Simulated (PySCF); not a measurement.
Species: CH₇FSi₂.
Structure used (PBE0-D3(BJ)/def2-SVP), in Å, numbered top down from 1:
```
atom  x, y, z in Å
F1    -1.6753    1.2018   -0.5820
C2    -1.6823   -0.1795   -0.6013
Si3   -0.4108   -0.8272    0.6655
Si4    1.6297    0.2400    0.2417
H5    -2.7022   -0.5399   -0.3794
H6    -1.4245   -0.5262   -1.6181
H7    -0.8842   -0.5287    2.0518
H8    -0.2979   -2.3117    0.5030
H9     2.6999   -0.2827    1.1462
H10    1.4928    1.7124    0.4504
H11    2.0326   -0.0124   -1.1769
```

Level: CAM-B3LYP/def2-SVPD in PySCF, non-relativistic, on one gas-phase PBE0-D3(BJ)/def2-SVP geometry that isn't relaxed in the solvent. The solvent is an IEF-PCM continuum (Bondi radii, 1.10 Å for H, scaled by 1.2), and excitations are vertical TDDFT with non-equilibrium linear response and a frozen core. Specific hydrogen bonds and non-electrostatic terms are outside this model.

| run | E − E(gas) (kcal/mol) | HOMO (eV) | HOMO–LUMO gap (eV) | dipole (D) | lowest singlet (eV) | static polarisability (au) |
| --- | --- | --- | --- | --- | --- | --- |
| gas | 0.00 | -9.56 | 10.45 | 1.61 | 7.21 | 73.1 |
| P | -0.93 | -9.47 | 10.46 | 1.80 | 7.19 | 82.0 |
| Q | -2.04 | -9.40 | 10.47 | 2.08 | 7.18 | 94.5 |

Q: The runs were made in cyclohexane and dichloromethane. Which run belongs to which solvent?

A: P = cyclohexane, Q = dichloromethane. The dielectric constants are 2.017 (cyclohexane), 8.93 (dichloromethane), and the energy falls further as ε rises. The optical constants n² used for the excitations are 2.04, 2.03 in the same order. In this model the ground state sees the solvent through ε alone.

Q: How constant is the ratio of the lowering to (ε − 1)/(2ε + 1)?

A: 
```
        solvent  (ε − 1)/(2ε + 1)  E − E(gas) (kcal/mol)  ratio (kcal/mol)  polarisation term (kcal/mol)
    cyclohexane             0.202                  -0.93              -4.6                         -0.99
dichloromethane             0.420                  -2.04              -4.8                         -2.34
```

The ratio changes by +5.1 % in size from cyclohexane to dichloromethane. The polarisation term is half the interaction of the solute with the induced surface charges.
